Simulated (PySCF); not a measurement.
# Assigning NMR signals

Atoms are numbered as in `[CH3:1][CH2:2][P:3]([CH2:4][CH3:5])[CH2:6][CH3:7]` (H(Xn): hydrogen on atom n).

Computational details: GIAO PBE0/pcSseg-1 shieldings, structure optimised with PBE0-D3(BJ)/def2-SVP, in PySCF (no solvent, relativity neglected, one averaged value for each set of equivalent atoms, single conformer).

Referencing at the same level of theory: 13C, 1H vs TMS.

Problem. Assign these signals to the numbered atoms. 13C{1H} NMR (computed): δ 25.2, 11.6.

Solution. 
| δ (ppm) | atoms | environment | reason |
| --- | --- | --- | --- |
| 25.2 | C2/C4/C6 | sp3 CH2 bonded to P | – |
| 11.6 | C1/C5/C7 | methyl carbon | saturated and bonded to C and H only |

Problem. Assign these signals to the numbered atoms. 1H NMR (400 MHz, computed): δ 1.11 (m, 6H), 1.06 (m, 9H).

Solution. 
1.11 → H(C2)/H(C4)/H(C6), hydrogen on an sp3 CH2 bonded to P
1.06 → H(C1)/H(C5)/H(C7), hydrogen on a methyl carbon

H(C2)/H(C4)/H(C6) and H(C1)/H(C5)/H(C7) lie closer than the usual error of such a calculation, so a measured spectrum could show them in the other order.

Splittings by 31P in the carbon and heteronuclear signals aren't shown, as no couplings were computed. Shifts are as computed. Against solution values, carbons near 30 ppm lie about +2 ppm off and those near 130 ppm about +5 ppm. Of 1211 compounds with measured shifts, 218 miss one by over three times the rms of a fit or turn the order of signals round; such compounds aren't used in these exercises. No couplings were computed; multiplicities are counted from neighbouring protons, with m where these are inequivalent, close in shift, in a saturated or five-membered ring or joined by F or P, and br s for small geminal =CH2 splittings.
